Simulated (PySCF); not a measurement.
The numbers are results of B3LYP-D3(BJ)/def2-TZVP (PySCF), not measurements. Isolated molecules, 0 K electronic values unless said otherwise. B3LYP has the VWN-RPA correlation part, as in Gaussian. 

Reference species (SMILES): `[F][GeH]([F])[F]` (neutral, multiplicity 1).

| Property | Result |
|---|---|
| dipole moment | 2.50 D |

Changed species: `[F][Ge]([F])([F])[F]` (whole molecule; the reference has whole molecule).

Predict the effect on the dipole moment.

the dipole moment decreases by 2.50 D, to 0.00 D.
